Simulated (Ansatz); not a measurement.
```xyz
8

Si    0.0000    0.0000   -1.0794
Si    0.0000    0.0000    1.0794
H     0.0000   -1.2913   -1.5545
H    -1.1183    0.6456   -1.5545
H     1.1183    0.6456   -1.5545
H     0.0000    1.2913    1.5545
H    -1.1183   -0.6456    1.5545
H     1.1183   -0.6456    1.5545
```

Basis set: 6-31G* (spherical functions). Left uncorrelated: 10 orbitals. Charge 0, multiplicity 1.

Computed with Ansatz (development build ahead of 0.2.0); each method stands on the lowest determinant of its kind that the runs found. Restricted open shells among the atoms or ions are ROHF, correlated in semicanonical orbitals with singles.

(1) Give the atomization energy at this shape (free ground-state atoms in the same class of orbitals less the molecule, no zero-point energy) of singlet Si₂H₆ by RHF-MP2, RHF.

Answers

(1)

```
 method  atomization energy
RHF-MP2            18.78 eV
    RHF            16.80 eV
```

Caution: no unrestricted run beside it, a lower state can exist; the shape is not the minimum.
